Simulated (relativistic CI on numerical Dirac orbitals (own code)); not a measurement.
Forbidden lines of Os6+

Calculated at this level of theory: Dirac-Coulomb-Breit CI, separate exchange-only KLI orbitals for each configuration, model QED, unscaled Slater integrals (own radial code, finite nucleus).

CI space (outside the closed core [Kr] 4d10 4f14 5s2): 5p6 5d2, 5p6 5d 6s, 5p6 5d 5f, 5p6 5d 6p, 5p5 5d3, 5p6 6s2, 5p6 5d 5g, 5p6 5f2, 5p6 5d 6d, 5p6 6s 6p, 5p6 5d 7s, 5p6 5d 7p, 5p6 5g2, 5p6 5d 6f, 5p6 6p2. Double excitations out of closed p, d and f shells are left out; levels of such configurations are missing from the list, as are those of other unlisted configurations, and high levels can miss mixing partners.

| λ vac (nm) | Lower | Upper | Type | A (s⁻¹) | log gf |
| --- | --- | --- | --- | --- | --- |
| 70.622 | 5p6 5d2 3F_3 [2] | 5p6 5d 6s 1D_2 [13] | E2 | 1.51e+03 | -6.25 |
| 74.414 | 5p6 5d2 3F_3 [2] | 5p6 5d 6s 3D_3 [12] | E2 | 3.59e+03 | -5.68 |
| 74.635 | 5p6 5d2 3F_2 [1] | 5p6 5d 6s 3D_2 [11] | E2 | 5.84e+03 | -5.61 |
| 75.949 | 5p6 5d2 3F_2 [1] | 5p6 5d 6s 3D_1 [10] | E2 | 8.67e+03 | -5.65 |
| 76.469 | 5p6 5d2 1D_2 [5] | 5p6 5d 6s 1D_2 [13] | E2 | 3.13e+03 | -5.86 |
| 79.032 | 5p6 5d2 3F_4 [3] | 5p6 5d 6s 3D_3 [12] | E2 | 9.04e+03 | -5.23 |
| 80.330 | 5p6 5d2 3F_3 [2] | 5p6 5d 6s 3D_2 [11] | E2 | 5.27e+03 | -5.59 |
| 80.934 | 5p6 5d2 1D_2 [5] | 5p6 5d 6s 3D_3 [12] | E2 | 1.58e+03 | -5.96 |
| 81.854 | 5p6 5d2 3F_3 [2] | 5p6 5d 6s 3D_1 [10] | E2 | 3.83e+03 | -5.94 |
| 82.903 | 5p6 5d2 3P_1 [6] | 5p6 5d 6s 3D_3 [12] | E2 | 1.39e+03 | -6.00 |
| 84.433 | 5p6 5d2 1G_4 [7] | 5p6 5d 6s 1D_2 [13] | E2 | 1.11e+04 | -5.23 |
| 84.985 | 5p6 5d2 3P_2 [8] | 5p6 5d 6s 1D_2 [13] | E2 | 3.68e+03 | -5.70 |
| 85.739 | 5p6 5d2 3F_4 [3] | 5p6 5d 6s 3D_2 [11] | E2 | 2.83e+03 | -5.81 |
| 86.034 | 5p6 5d2 3P_0 [4] | 5p6 5d 6s 3D_2 [11] | E2 | 1.17e+03 | -6.19 |
| 87.981 | 5p6 5d2 1D_2 [5] | 5p6 5d 6s 3D_2 [11] | E2 | 1.05e+03 | -6.22 |
| 89.812 | 5p6 5d2 1D_2 [5] | 5p6 5d 6s 3D_1 [10] | E2 | 1.47e+03 | -6.27 |
| 89.910 | 5p6 5d2 1G_4 [7] | 5p6 5d 6s 3D_3 [12] | E2 | 6.33e+02 | -6.27 |
| 90.536 | 5p6 5d2 3P_2 [8] | 5p6 5d 6s 3D_3 [12] | E2 | 1.02e+03 | -6.06 |
| 92.244 | 5p6 5d2 3P_1 [6] | 5p6 5d 6s 3D_1 [10] | E2 | 2.03e+03 | -6.11 |
| 104.74 | 5p6 5d 6p 3F°_4 [22] | 5p6 5d 5f 3H°_6 [38] | E2 | 8.46e+03 | -4.74 |

Terms are leading LS components. Brackets give the number of a level in order of energy, since labels repeat. The list gives strong lines, with weight on those to low levels, among the lowest 200 of 269 levels, so that lines to higher ones, which can be the strongest, are missing, and without 6 lines that miss the measured interval by over 7 %, start from a term whose rates miss tabulated ones by over 60 %, have gauges far apart or, lacking measured levels, span too small a gap for the errors found; lines with a level outside our table were not tested and can miss by more. Levels whose partners in the same complex of configurations lie outside the list can be far off, and so can their lines. Rates are taken at the computed energies, electric ones in the length gauge.

At this charge configurations can still be misplaced by up to about 7 % of their energy. Terms inside the open d or f shell come out 10 to 20 % too wide with unscaled integrals. Levels and lines within the n = 5 or 6 shells can be off by up to 10 % or somewhat more, and those that change n by about 2 %, since core polarisation is missing. 10 of the 11 excited levels that our extract of the measured tables holds in this range could be paired (the sources list more); they are missed by 1837 cm⁻¹ on average and 3074 at most, and levels without a partner can miss by more. Some levels of the ground configuration have no partner and can miss by 10 % or more. Levels that differ in their count of f electrons can be misplaced by several ten thousand cm⁻¹, since the correlation energy of f electrons is missing or only estimated; rates across such gaps can be off by orders of magnitude.

Question: From the table, what is the radiative lifetime of 5p6 5d 6s 3D_3?

Answer: The listed rates from this level add up to about 1.73e+04 s⁻¹, 99 % of its decay; with all channels τ = 5.72e-05 s.

LS names give the leading component of a level, which can be under half, so a name can repeat, a term be missing and a line seem to break the LS rules.
